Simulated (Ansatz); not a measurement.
`[NH2][SbH2]` + `O[SiH3]` → `[SiH3][O][SbH2]` + NH₃ at 298.15 K and 1 bar (ligand exchange at the Sb–N bond).

Isolated molecules relaxed with PBE0-D4/def2-TZVP in Ansatz; ΔE leaves out vibrations. CCSD(T)/CBS is the MP2 limit (def2-TZVPP, def2-QZVPP) plus CCSD(T) − MP2 in def2-TZVPP, frozen cores. This one scheme is used for every species. Elements past krypton have def2 core potentials. For Sb outer-core shells are correlated without core-valence functions, which leaves a few kJ/mol of doubt a bond.

| species | CCSD(T)/CBS energy (Eh) | H − E (kJ/mol) | S (J/(mol·K)) |
| --- | --- | --- | --- |
| `[NH2][SbH2]` | -297.10356 | 115.6 | 278.3 |
| `O[SiH3]` | -366.69042 | 113.6 | 257.8 |
| `[SiH3][O][SbH2]` | -607.29789 | 130.6 | 354.2 |
| NH₃ | -56.50880 | 100.5 | 192.4 |

H − E and S are ideal-gas, rigid-rotor, harmonic terms from PBE0-D4/def2-TZVP, for one conformer and one mirror image of each species. 1 Eh = 2625.50 kJ/mol, R = 8.31446 J/(mol·K).

Problem. By hand: ΔE, ΔH, ΔS and ΔG.

Solution. ΔE = (-607.29789) + (-56.50880) − (-297.10356) − (-366.69042) = -0.01271 Eh = -33.4 kJ/mol. Δ(H − E) = 130.6 + 100.5 − 115.6 − 113.6 = 1.9, so ΔH = -31.5 kJ/mol. ΔS = 354.2 + 192.4 − 278.3 − 257.8 = 10.5 J/(mol·K). ΔG = -31.5 − 298.15 × (10.5)/1000 = -34.6 kJ/mol.

Problem. By hand: the equilibrium constant, and the temperature at which ΔG would vanish if ΔH and ΔS stayed fixed.

Solution. log₁₀ K = −ΔG/(RT ln 10) = 6.1. ΔH and −TΔS have one sign here, so there is no such temperature.

The number of gas molecules stays the same, so ΔS is small and ΔH decides. A doubt of 5 kJ/mol in ΔE shifts log₁₀ K by 0.9 here. Other conformers and mirror images would add mixing entropy, several J/(mol·K) or more a flexible species. Modes under 60 cm⁻¹, often nearly free rotors, make the harmonic entropy too high. These are equilibria of isolated gas molecules and say nothing of rates. Largest T1 diagnostic: 0.014 (customary marks: 0.02 for closed shells, 0.045 for open ones).

ΔS is within the doubt of such terms, so its sign, and with it that verdict, could turn.
